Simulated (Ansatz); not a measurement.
Program: Ansatz. Geometries: PBE0-D4/def2-TZVP. ΔE: electronic, gas phase. CCSD(T)/CBS adds triple-zeta CCSD(T) − MP2 to the extrapolated MP2 energy (def2 sets, frozen cores). This one scheme is used for every species. Functionals use def2-TZVPP. B3LYP here is the variant with VWN-RPA as its local correlation; programs differ in this. For Se outer-core shells are correlated without core-valence functions, which leaves a few kJ/mol of doubt a bond. Scalar relativity is left out up to krypton. One conformer a species, not always the lowest.

Reaction (ligand exchange at the Si–C bond): `CC[SiH2]CO` + H₂Se → `CC[SiH2][SeH]` + CH₃OH

```json
{"level": "PBE0-D4", "ΔE (kJ/mol)": "-87.9", "difference from CCSD(T)/CBS": "0.3"}
{"level": "B3LYP-D4", "ΔE (kJ/mol)": "-84.1", "difference from CCSD(T)/CBS": "4.1"}
{"level": "ωB97X-V", "ΔE (kJ/mol)": "-82.7", "difference from CCSD(T)/CBS": "5.5"}
{"level": "ωB97M-V", "ΔE (kJ/mol)": "-82.3", "difference from CCSD(T)/CBS": "5.9"}
{"level": "B2PLYP", "ΔE (kJ/mol)": "-86.3", "difference from CCSD(T)/CBS": "1.9"}
{"level": "PBE", "ΔE (kJ/mol)": "-84.3", "difference from CCSD(T)/CBS": "3.9"}
{"level": "PBE0", "ΔE (kJ/mol)": "-88.4", "difference from CCSD(T)/CBS": "-0.2"}
{"level": "HF/def2-TZVPP", "ΔE (kJ/mol)": "-93.3", "difference from CCSD(T)/CBS": "-5.1"}
{"level": "MP2/def2-TZVPP", "ΔE (kJ/mol)": "-90.5", "difference from CCSD(T)/CBS": "-2.3"}
{"level": "CCSD/def2-TZVPP", "ΔE (kJ/mol)": "-84.3", "difference from CCSD(T)/CBS": "3.9"}
{"level": "CCSD(T)/def2-TZVPP", "ΔE (kJ/mol)": "-83.6", "difference from CCSD(T)/CBS": "4.6"}
{"level": "HF/def2-QZVPP", "ΔE (kJ/mol)": "-93.1", "difference from CCSD(T)/CBS": "-4.9"}
{"level": "MP2/def2-QZVPP", "ΔE (kJ/mol)": "-93.1", "difference from CCSD(T)/CBS": "-4.9"}
{"level": "SCS-MP2/def2-QZVPP", "ΔE (kJ/mol)": "-90.5", "difference from CCSD(T)/CBS": "-2.3"}
{"level": "MP2/CBS(def2)", "ΔE (kJ/mol)": "-95.2", "difference from CCSD(T)/CBS": "-7.0"}
{"level": "CCSD/CBS(def2)", "ΔE (kJ/mol)": "-88.9", "difference from CCSD(T)/CBS": "-0.7"}
{"level": "CCSD(T)/CBS", "ΔE (kJ/mol)": "-88.2", "difference from CCSD(T)/CBS": "0"}
```

Largest T1 diagnostic among the species: 0.010.

From PBE to PBE0 (25 % exact exchange), in def2-TZVPP and without D4, ΔE moves by −4.1 kJ/mol.

CCSD(T)/CBS has its own doubt, a few kJ/mol and more with outer-core shells, so smaller differences from it don't rank the levels.
